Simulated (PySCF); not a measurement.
CSi₂, neutral, multiplicity 1. Atoms are numbered in the order given.

```xyz
3

Si     0.0000     0.0000    -1.6915
C      0.0000     0.0000     0.0000
Si     0.0000     0.0000     1.6915
```
Charge 0, spin multiplicity 1.

Geometry optimised at r2SCAN-D4/def2-TZVP. The geometry has at least one imaginary mode, so it is a saddle point at that level.

These are PySCF with M06-2X/def2-TZVPD values and carry that method's errors.

Gas-phase values at a fixed geometry.

```yaml
total_energy: -616.95024 hartree
point_group: D∞h
highest_occupied_level: -8.12 eV
lowest_empty_level: -2.00 eV
orbital_gap: 6.12 eV
dipole_moment: 0.00 D
quadrupole, principal values (traceless, Buckingham form, about the centre of nuclear charge): -0.67, -0.67, 1.34 D·Å
mean_static_polarisability: 82.8 bohr³ (12.27 Å³)
polarisability_principal_values: 60.5, 60.5, 127.4 bohr³
```
